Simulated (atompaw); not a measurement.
**calcium: one change to a PAW (atompaw) potential, before and after**

atompaw 4.2.0.5 input, output lines left out:

```
Ca 20
GGA-PBE scalarrelativistic loggrid 1500 logderivrange -5 5 251
4 4 3 0 0 0
4 0 1.75
4 1 0.25
3 2 0
0 0 0
c
c
v
v
c
v
v
v
2
3.00 2.95 2.50 2.70
n
n
y
2.35
n
custom polynom2 7 10 vanderbiltortho besselshape
3 0.5 troulliermartins
1.35
3.00
1.50
2.80
3.00
3.00
```

Change: local potential vpsmatchnc scheme with l = 3 at 0.5 Ry, radius 2.50 bohr.

Cutoffs: the cutoffs (Ry, on a coarse ladder) from which the occupation-weighted sum of valence levels, in a spherical-Bessel basis at the reference potential, stays within 10 and 1 mRy of its value at 400 Ry; they do not see the model core or the augmentation charge, which bear on the density cutoff.

Task: What does the change do?

Result: The potential gets neither clearly harder nor softer (25 Ry and 140 Ry → 25 Ry and 140 Ry); the range in which the s phases agree narrows (upper end 2.2 → 0.9); the range in which the p phases agree narrows (upper end 2.0 → 0.2); neither file shows a bound ghost.

| quantity | base | changed |
| --- | --- | --- |
| cutoff, loose | 25 Ry | 25 Ry |
| cutoff, tight | 140 Ry | 140 Ry |
| bound ghosts | none | none |
| s: phases at 3.02 bohr within 0.05 rad from the reference energy up to (Ry; the scan ends near 5) | 2.2 | 0.9 |
| p: phases at 3.02 bohr within 0.05 rad from the reference energy up to (Ry; the scan ends near 5) | 2.0 | 0.2 |
| d: phases at 3.02 bohr within 0.05 rad from the reference energy up to (Ry; the scan ends near 5) | 0.3 | 0.4 |
| lowest overlap eigenvalue by channel | s 0.39, p 0.50, d 1.00 | s 0.37, p 0.50, d 1.00 |

 The cutoffs see the waves, projectors and local potential, not the compensation charge or the core.
